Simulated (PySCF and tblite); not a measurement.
Values are calculated unless marked as measured or tabulated.
2 diastereomers of C₅H₁₁FSeSi, numbered alike:

```csv
isomer,SMILES,descriptors (one enantiomer)
A,[CH3:1][C@@H:2]1[Se:3][CH2:4][CH2:5][C@:6]1([F:7])[SiH3:8],"2S, 6S"
B,[CH3:1][C@H:2]1[Se:3][CH2:4][CH2:5][C@:6]1([F:7])[SiH3:8],"2R, 6S"
```

Protocol: conformer search, at most 5 conformers an isomer, GFN2-xTB geometries, energies PBE0/pcSseg-1 (IEF-PCM, tetrahydrofuran) (D3(BJ) added where defined), weights at 298.15 K with GFN2-xTB thermal terms. Programs: PySCF with density fitting and tblite.

Equilibrium rotational constants and dipole components of each isomer's leading conformer, in random order:

```tsv
set	A (MHz)	B (MHz)	C (MHz)	abs μa	abs μb	abs μc (D)
P	2089	793	686	1.97	0.91	1.76
Q	2154	792	687	2.00	0.67	2.21
```

Task: Match sets and isomers.

Result: P is B (C1), Q is A (C1).

The whole study took 6.4 min on 1 thread of Arm Neoverse V1 (shared host) (rough), peak memory 1.2 GiB, launched as `OMP_NUM_THREADS=1 python ens_run.py task.json out`.
